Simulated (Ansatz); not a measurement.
```yaml
crystal:
  periodic: [false, false, false]
  atoms:
    - {symbol: O, position_ang: [-2.145703, -0.562565, 0.322543]}
    - {symbol: Si, position_ang: [-0.505630, -1.135356, 0.074985]}
    - {symbol: C, position_ang: [0.542368, 0.717841, 0.216043]}
    - {symbol: O, position_ang: [1.766169, 0.442679, -0.216820]}
    - {symbol: Cl, position_ang: [-0.276426, 1.784975, -0.936340]}
    - {symbol: H, position_ang: [-2.401409, -0.083423, -0.098067]}
    - {symbol: H, position_ang: [-0.084912, -1.528239, -1.314105]}
    - {symbol: H, position_ang: [0.594858, 1.228704, 1.404236]}
    - {symbol: H, position_ang: [0.594858, 1.178704, 1.104236]}
    - {symbol: H, position_ang: [2.361097, 1.187573, 0.147161]}
basis:
  gaussian: {orbitals: def2-SVPD}
hamiltonian: {xc: {name: B3LYP5}}
accuracy: high
output: {forces: true}
```

```sh
$ ansatz run in.yaml --threads 4 --pin off --events-out ev --progress --plain --max-ram 10444MiB
```

It prints (some lines left out):

```
Functional definition: B3LYP5
3007 factors; integrals over basis functions are off by at most 3.8e-9 eV
mean field evaluation 1: about -25561.7041 eV, gradient 7.5e1 eV
mean field evaluation 2: about -25445.6900 eV, gradient 2.0e2 eV
mean field evaluation 4: about -25570.9013 eV, gradient 2.2e1 eV
mean field evaluation 8: about -25571.9757 eV, gradient 7.9e-1 eV
mean field evaluation 16: about -25572.1829 eV, gradient 4.2e-3 eV
mean field -25572.18289700 eV, -939.7603880167 hartree, gradient 3.9e-8 eV, S^2 0.000000; 3 other end points of the search recorded, 0 dependent functions left out
reference -25572.18293724 eV, -939.7603894955 hartree; 29, 29 occupied and 128, 128 virtual orbitals, 3007 factors
Total energy: -25572.18293724 eV, -939.7603894955 hartree
Atom 0 at    -2.145703    -0.562565     0.322543 Å, force    16.937071   -29.373198    24.940570 eV/Å
Atom 1 at    -0.505630    -1.135356     0.074985 Å, force    -0.100883    -1.187491     3.438475 eV/Å
Atom 2 at     0.542368     0.717841     0.216043 Å, force    -2.456787    -7.176365   -10.295193 eV/Å
Atom 3 at     1.766169     0.442679    -0.216820 Å, force     2.713084     2.454837     2.586139 eV/Å
Atom 4 at    -0.276426     1.784975    -0.936340 Å, force    -0.387771     2.105141    -0.046878 eV/Å
Atom 5 at    -2.401409    -0.083423    -0.098067 Å, force   -16.173797    29.536333   -25.999030 eV/Å
Atom 6 at    -0.084912    -1.528239    -1.314105 Å, force    -0.427498     1.002727    -0.865143 eV/Å
Atom 7 at     0.594858     1.228704     1.404236 Å, force    -0.004811    19.075485   115.424403 eV/Å
Atom 8 at     0.594858     1.178704     1.104236 Å, force     0.259460   -14.832644  -107.547655 eV/Å
Atom 9 at     2.361097     1.187573     0.147161 Å, force    -0.358068    -1.604824    -1.635687 eV/Å
Dipole moment:     0.789636     1.266121     0.126688 e Å
```

In this input one atom was put on top of another. The run converged. The result belongs to that input, not to the molecule as meant.
